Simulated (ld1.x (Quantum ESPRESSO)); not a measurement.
## Pt (Z = 78): ultrasoft pseudisation with LDA (PZ), scalar-relativistic reference atom.

ld1.x (Quantum ESPRESSO) 7.5 input, shortened:

```
&input
   title='Pt', zed=78., rel=1, dft='PZ', iswitch=3,
   config='[Xe] 4f14 5d9 6s0 6p1'
 /
 &inputp
   pseudotype=3, tm=.true., lloc=-1, rcloc=2.15,
   nlcc=.false.
 /
6
6S  1  0   0.00   0.00  2.10  2.60  0.0
6S  1  0   0.00   1.40  2.10  2.60  0.0
6P  2  1   1.00   0.00  2.15  2.70  0.0
6P  2  1   0.00   0.20  2.15  2.70  0.0
5D  3  2   9.00   0.00  1.75  1.85  0.0
5D  3  2   0.00   3.15  1.75  1.85  0.0
 &test
   configts(1)='5d9 6s0 6p1'
 /
```

All-electron outer shells of the reference configuration (LDA (PZ), scalar-relativistic, ld1.x):

| shell | level (eV) | outermost node (bohr) | outermost maximum (bohr) |
| --- | --- | --- | --- |
| 4f | -72.50 | – | 0.38 |
| 5p | -58.31 | 0.53 | 0.98 |
| 5d | -8.30 | 0.57 | 1.26 |
| 6s | -7.43 | 1.14 | 2.32 |
| 6p | -2.03 | 1.36 | 3.38 |

Calculated quality:

| Property | Result |
| --- | --- |
| Configuration tests | test run stopped at test 3 of 9 (negative rho) |
| Lowest eigenvalue of the overlap operator | 0.34 (d channel) |

A Bessel basis up to 400 Ry misses an occupied level by 0.54 Ry, so cutoffs and ghosts were not judged.

Generation and tests took about 1.2 s on one core of a shared server CPU.
